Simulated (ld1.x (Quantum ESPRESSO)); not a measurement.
## platinum: one change to a TM potential, before and after

* Element: Pt
* Generator: ld1.x (Quantum ESPRESSO) 7.5
* Type: norm-conserving Troullier–Martins (Kleinman–Bylander form)
* Functional: PBEsol
* Relativity: scalar-relativistic
* Frozen core: [Xe] 4f14
* Valence charge: 10
* Reference configuration: 5d9 6s0.5 6p0 (charge +0.5)
* Partial waves: 6s (bound): rc 2.50 bohr; 6p (bound, empty): rc 2.90 bohr; 5d (bound): rc 2.05 bohr
* Local potential: all-electron potential smoothed inside 1.65 bohr (lloc = -2)
* Core correction: Bessel-smoothed model core inside 1.35 bohr

Change: wave 6s (bound): rc 2.50 bohr becomes 6s (bound): rc 1.80 bohr.

Cutoffs: the cutoffs (Ry, on a coarse ladder) from which the occupation-weighted sum of valence levels, in a spherical-Bessel basis at the reference potential, stays within 10 and 1 mRy of its value at 400 Ry; they do not see the model core or the augmentation charge, which bear on the density cutoff. Errors are all-electron minus pseudo energies relative to the spin-unpolarised reference configuration.

Problem. How do hardness, ghosts and transferability respond?

Solution. The potential gets harder (40 Ry and 50 Ry → 40 Ry and 60 Ry); both files keep a bound ghost (s); the number of tests that count goes from 6 to 7; of the 6 tests that both files solve, the error grows in 1 and shrinks in 2 by more than 15 % and 0.3 meV (median size 20.1 → 22.6 meV); the range in which the s phases agree narrows (upper end at the end of the scan → 1.7). A smaller radius makes the pseudo-wave follow the all-electron one further in, where it bends more sharply, so more plane waves are needed.

| quantity | base | changed |
| --- | --- | --- |
| cutoff, loose | 40 Ry | 40 Ry |
| cutoff, tight | 50 Ry | 60 Ry |
| loose cutoff by channel (10 mRy a level) | s 15 Ry, d 35 Ry | s 21 Ry, d 35 Ry |
| bound ghosts | s | s |
| tests counted (converged, no solver errors) | 6 of 7 | 7 of 7 |
| error for 5d9 6s1 6p0, meV [ΔE -3.71 eV] | -1.8 | -1.0 |
| error for 5d9 6s0 6p0, meV [ΔE 5.51 eV] | -5.9 | -4.2 |
| error for 5d8 6s0 6p0, meV [ΔE 25.51 eV] | -34 | -37 |
| error for 5d8 6s2 6p0, meV [ΔE -2.72 eV] | -79 | -72 |
| error for 5d7 6s0 6p0, meV [ΔE 57.76 eV] | -200 | -210 |
| error for 5d9.5 6s0.5 6p0, meV [ΔE -3.83 eV] | -5.5 | -8.3 |
| s: phases at 3.16 bohr within 0.05 rad from the reference energy up to (Ry; the scan ends near 5) | to the end of the scan | 1.7 |
| p: phases at 3.16 bohr within 0.05 rad from the reference energy up to (Ry; the scan ends near 5) | 0.5 | 0.5 |
| d: phases at 3.16 bohr within 0.05 rad from the reference energy up to (Ry; the scan ends near 5) | to the end of the scan | to the end of the scan |

Base: Tests not counted: 5d8 6s1 6p0 (solver errors, printed error -3.6 eV). A true bound ghost makes a file unfit for plane-wave use even where its test errors are small: the radial tests pick states by their node count and pass the ghost by. Where a test does run into it, the solver fails or the error is huge.
